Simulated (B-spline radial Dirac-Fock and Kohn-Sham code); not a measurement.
## Kohn-Sham estimates against Dirac-Fock for the levels of Sb⁴⁴⁺

System: Sb⁴⁴⁺ in the configuration [He] 2s2 2p3.

The density-functional columns are spherical, spin-unpolarised Dirac-Kohn-Sham results without Breit or QED terms: −ε is minus the orbital energy of the initial state and ΔSCF the difference of two total energies. The reference in the last column comes from relaxed Dirac-Fock hole states (ΔSCF) with Breit and QED corrections and a finite nucleus. All numbers are from an atomic code on a B-spline grid, in eV; a selection of levels is shown. For the 1s level of heavy atoms much of the gap between ΔSCF and the reference is the Breit and QED part, -95.4 eV here; for other levels the error of the functional can be larger.

```csv
level,LDA −ε,LDA ΔSCF,Dirac-Fock
K,33870.6,34267.3,34165.3
L1,7750.3,7848.2,7845.9
"L2,3",7374.2,7488.1,7482.4
```

Values without a named source are computed, but for edge energies of neutral atoms, which are taken from tables.
